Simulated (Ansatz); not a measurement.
Cost and result for the atomization energy of C₂H₈BNSn (13 atoms, 12 bonds).

Cartesian coordinates in Å:
```
B 0.888 -0.916 -0.963
C 0.214 -0.692 0.373
Sn 0.400 0.942 -2.169
N -0.313 -0.492 1.385
C -0.981 -0.172 2.580
H 0.392 -1.869 -1.509
H 2.082 -0.971 -0.807
H -1.289 1.194 -2.381
H 1.084 0.851 -3.737
H 0.989 2.393 -1.455
H -0.262 -0.122 3.399
H -1.722 -0.940 2.803
H -1.481 0.794 2.480
```

The species carries charge 0 and has multiplicity 1. Correlated methods include outer-core shells of Sn, which these sets cover unevenly. Sn takes the def2 core potential. The bonds changed during the relaxation, so this is another structure than the one it started from. All single points use the PBE0-D4/def2-TZVP geometry. Program: Ansatz. All runs use 2 threads of an AMD EPYC 7R13 on a shared host and a share of an NVIDIA H100 80 GB. Times are those of one run each, without the atoms' runs, and a repeat can differ threefold. Electronic energies, without spin–orbit coupling; frozen cores. CCSD(T)/CBS adds CCSD(T) − MP2 in def2-TZVPP to the MP2 limit, and its time is that of the two runs behind it. T1 = 0.014. With those shells the extrapolation isn't a true limit. B3LYP takes the VWN-RPA correlation (the form of Gaussian; ORCA's B3LYP/G).

CCSD(T)/CBS is a level of theory with its own doubt, some kJ/mol a heavy atom from the limit and from the frozen cores, so smaller differences don't rank the functionals.

```csv
level,functions,wall time,atomization (kJ/mol),difference from CCSD(T)/CBS,per bond
r2SCAN-D4/def2-TZVPP (with forces),286,10 s,4483.3,27.3,2.3
MP2/def2-QZVPP,550,10 s,4443.6,-12.4,-1.0
PBE0-D4/def2-TZVPP,286,11 s,4487.1,31.1,2.6
B3LYP-D4/def2-TZVPP (with forces),286,11 s,4488.0,32.0,2.7
PBE-D4/def2-TZVPP (with forces),286,11 s,4570.2,114.2,9.5
ωB97M-V/def2-TZVPP (with forces),286,12 s,4477.5,21.5,1.8
B2PLYP/def2-TZVPP,286,15 s,4424.9,-31.1,-2.6
CCSD(T)/def2-TZVPP,286,16 s,4350.5,-105.5,-8.8
ωB97X-V/def2-TZVPP,286,20 s,4482.6,26.6,2.2
CCSD(T)/CBS(def2),–,26 s,4456.0,0.0,0.0
```

From PBE to PBE0 (25 % exact exchange), in def2-TZVPP and without D4, the atomization energy moves by −79.6 kJ/mol: exact exchange takes away binding that semilocal exchange gives to molecules. The D4 term adds +39.7 kJ/mol with B3LYP and +21.1 kJ/mol with PBE0; it sums over pairs of atoms, weighted by their polarisabilities, and B3LYP, whose exchange is more repulsive, gets the larger term. In def2-TZVPP, CCSD(T) changes the Hartree–Fock value by +1141.9 kJ/mol (the triples alone add +71.9 kJ/mol) and MP2 by +1172.5 kJ/mol; breaking electron pairs costs correlation energy, which Hartree–Fock lacks.

Spin–orbit coupling would lower the free Sn atoms strongly, and the atomization energy with them, by more than many differences here. For some Ge, Se and Sn compounds the MP2-based and the directly extrapolated limit differ by 10 to 25 kJ/mol.
